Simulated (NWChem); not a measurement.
KOH cation, doublet; SMILES of the neutral closed-shell parent [OH][K]

```xyz
3

K     -0.6665    -0.4962    -0.5599
O      1.1158     0.8334     0.9380
H      1.7700     1.3063     1.4837
```
Atoms are numbered in this order, from 1.

Results from NWChem. Pople sets run with spherical d functions. Spin-unrestricted. Coordinates come from a PBE0-D3(BJ)/def2-TZVP, spin-unrestricted optimisation. The spin multiplicity was typed, not searched, and may not be the lowest. No stability test was run on the SCF state. Vzz is the largest principal value of the second derivative of the potential at the nucleus (NWChem prints the opposite sign); η is the asymmetry. Non-relativistic.

For level UHF/def2-SVP:

| Property | Result |
|---|---|
| Vzz O2 (a.u.) | -2.601 |

Question: Estimate the same quantities for level UHF/6-31G*.

Answer: 
| Quantity | Value |
|---|---|
| Vzz O2 (a.u.) | -2.547 |
